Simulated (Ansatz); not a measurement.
A nudged elastic band was laid between two geometries of CH₆AlO₂ (10 atoms, charge 1, multiplicity 1).

These are results of Ansatz 0.2.0, RHF/STO-3G, not measurements.

- movable images: 5
- climbing image: yes
- spring: 5.0 eV/Å²
- optimiser: quadratic models (default)
- start path: IDPP
- force threshold: 0.5 eV/Å
- iteration limit: 60
- end points: relaxed

First end point:

```xyz
10
Properties=species:S:1:pos:R:3
C -0.987 0.211 -1.207
Al 0.167 -0.418 0.125
O 0.942 -1.679 0.829
O 0.785 0.878 1.191
H -0.450 0.767 -1.965
H -1.747 0.867 -0.800
H -1.497 -0.604 -1.704
H 0.790 -2.564 0.442
H 0.594 1.837 1.157
H 1.401 0.705 1.931
```

Last end point:

```xyz
10
Properties=species:S:1:pos:R:3
C -0.707 0.394 -1.350
Al 0.368 -0.283 0.024
O 1.645 -1.204 0.478
O -0.126 0.272 1.651
H -0.606 -0.193 -2.254
H -0.435 1.413 -1.596
H -1.755 0.393 -1.078
H 2.140 -1.658 -0.233
H -0.866 0.863 1.894
H 0.344 0.003 2.466
```

**Question.** What changes between the two ends?

**Answer.** No bond is made or broken. The dihedral H6–C1–Al2–O3 goes from 132 to -100°.

**Question.** What energy profile does the band end with?

**Answer.** It converged. The highest image is number 3 of 0 to 6, 2.5 kJ/mol above the ends, which have the same energy within 2 meV. The threshold of 0.5 eV/Å is loose, so the images may lie well off the minimum-energy path. The order of the point at the top wasn't checked. Another band between the same ends, with other settings, climbed to 0.004 eV only, so this figure is probably too high. Limits of this set-up: minimal basis.

```
image  path coordinate (Å)  energy (kJ/mol)  dihedral H6–C1–Al2–O3 (°)
    0                 0.00              0.0                        132
    1                 0.58              1.3                        153
    2                 1.17              2.4                        175
    3                 1.76              2.5                       -164
    4                 2.34              1.6                       -142
    5                 2.93              0.7                       -121
    6                 3.51              0.1                       -100
```

**Question.** What is the geometry of the highest image?

**Answer.** 
```xyz
10
Properties=species:S:1:pos:R:3
C -0.832 0.312 -1.300
Al 0.326 -0.333 0.030
O 1.517 -1.380 0.481
O 0.157 0.516 1.597
H -0.311 0.439 -2.243
H -1.288 1.278 -1.107
H -1.654 -0.371 -1.479
H 1.831 -2.002 -0.206
H -0.445 1.247 1.843
H 0.699 0.293 2.383
```

The band took 1 iterations and about 8 core-seconds.

The run took 8.2 s on 1 thread of AMD EPYC (Zen 3), on a shared host, peak memory 0.09 GiB.
